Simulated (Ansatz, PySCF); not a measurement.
Species: SnCl, charge 0, multiplicity 2. 
Structure (B3LYP-D3(BJ)/def2-TZVP (Ansatz, an electronic-structure program) minimum search):
SMILES: [Cl][Sn]
```xyz
2

Sn     0.0000     0.0000    -0.6074
Cl     0.0000     0.0000     1.7863
```
Charge 0, spin multiplicity 2.

Dipole moments at this geometry, in debye (magnitudes).

```csv
level,program,dipole (D)
HF/def2-TZVPD,PySCF,…
PBE0/def2-TZVPD,Ansatz,2.77
PW6B95/def2-TZVPD,PySCF,2.84
wB97M-V/def2-TZVPD,Ansatz,2.89
CCSD(T)/def2-SVPD,Ansatz,…
```

Fill in the missing entries.


- HF/def2-TZVPD, dipole (D): 3.03
- CCSD(T)/def2-SVPD, dipole (D): 2.83
